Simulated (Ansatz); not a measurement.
Two isomers of CH7BSSi: A = `B[SiH2]CS`, B = `C[SiH2]BS`.

Isolated molecules relaxed with PBE0-D4/def2-TZVP in Ansatz; ΔE leaves out vibrations. CCSD(T)/CBS is the MP2 limit (def2-TZVPP, def2-QZVPP) plus CCSD(T) − MP2 in def2-TZVPP, frozen cores. DFT in def2-TZVPP. B3LYP here is the variant with VWN-RPA as its local correlation; programs differ in this. One conformer a species, not always the lowest.

**Question.** Which is lower in electronic energy at CCSD(T)/CBS, and by how much? (Best estimate.)

**Answer.** The calculation gave: B, by 41.3 kcal/mol.

**Question.** Give E(B) − E(A) in kcal/mol with ωB97M-V, B3LYP, BLYP-D4, CCSD(T)/def2-SVP, B3LYP-D4, PBE-D4, r2SCAN-D4. (Best estimate.)

**Answer.** Ansatz gave: ωB97M-V -41.4, B3LYP -41.8, BLYP-D4 -42.0, CCSD(T)/def2-SVP -44.9, B3LYP-D4 -41.7, PBE-D4 -43.5, r2SCAN-D4 -43.7. None reverses the order clearly.

**Question.** Does the order hold for the free energy at 298.15 K (harmonic terms from PBE0-D4)? (Estimate.)

**Answer.** Ansatz gave: Yes: G(B) − G(A) = -38.8 kcal/mol, for one conformer each. Modes under 60 cm⁻¹, often nearly free rotors, make the harmonic entropy too high.

Largest T1 diagnostic: 0.014.

From PBE to PBE0 (25 % exact exchange), in def2-TZVPP and without D4, E(B) − E(A) moves by +0.8 kcal/mol. In def2-TZVPP, CCSD(T) changes the Hartree–Fock value by −3.9 kcal/mol (the triples alone add −0.9 kcal/mol) and MP2 by −4.6 kcal/mol.
